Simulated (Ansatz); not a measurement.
Abridged output of a molecular run in Ansatz:

```
Functional definition: HF
1231 factors; integrals over basis functions are off by at most 6.5e-4 eV
mean field evaluation 1: about -11923.5841 eV, gradient 2.9e1 eV
mean field evaluation 2: about -11923.5886 eV, gradient 2.9e1 eV
mean field evaluation 4: about -11926.5378 eV, gradient 1.8e0 eV
mean field evaluation 8: about -11926.5903 eV, gradient 1.6e-1 eV
mean field -11926.59076536 eV, -438.2941264933 hartree, gradient 2.8e-6 eV, S^2 0.770839; 0 other end points of the search recorded, 0 dependent functions left out
6 core orbitals not correlated: weight in the atoms' cores, before any rotation towards them, 1.000 or more for the frozen orbitals, at most 0.000 for the correlated occupied ones
reference -11926.59076536 eV, -438.2941264933 hartree; 15, 14 occupied and 175, 176 virtual orbitals, 1231 factors
second order -30.19402308 eV of doubles, -0.00000000 eV of singles
cycle   1  -28.25511436 eV  change     1.9e0 eV  update   1.3e-1
cycle   2  -28.88850400 eV  change   -6.3e-1 eV  update   4.6e-2
cycle   3  -29.03064207 eV  change   -1.4e-1 eV  update   2.3e-2
cycle   4  -29.01567103 eV  change    1.5e-2 eV  update   7.8e-3
cycle   5  -29.00557664 eV  change    1.0e-2 eV  update   3.0e-3
cycle   6  -29.00773115 eV  change   -2.2e-3 eV  update   1.2e-3
cycle   7  -29.00866395 eV  change   -9.3e-4 eV  update   4.5e-4
cycle   8  -29.00839494 eV  change    2.7e-4 eV  update   1.6e-4
cycle   9  -29.00838061 eV  change    1.4e-5 eV  update   5.7e-5
cycle  10  -29.00843847 eV  change   -5.8e-5 eV  update   2.2e-5
cycle  11  -29.00838818 eV  change    5.0e-5 eV  update   8.5e-6
cycle  12  -29.00839771 eV  change   -9.5e-6 eV  update   3.1e-6
perturbative correction -0.86517476 eV, -0.0317945859 hartree
Total energy: -11956.46433782 eV, -439.3919600324 hartree
Checks for a lower state left out: cluster_reference
```

Its atoms:

Z-matrix (Å, degrees):
```
Sb
F 1 1.904
F 1 1.904 2 94.9
```

Problem. Which basis set was used?
A. def2-SVP
B. def2-QZVPP
C. def2-SVPD
D. def2-TZVPP

Solution. B. It gives 196 functions.

Problem. Write the keys of the input that set method, charge and spin (a neutral closed shell needs none for the last two).

Solution. 
```yaml
magnetization: {spin_polarized: true, initial_magnetization: 1}
correlation: {method: ccsd_t}
scf: {omitted_lower_state_checks: [cluster_reference]}
```
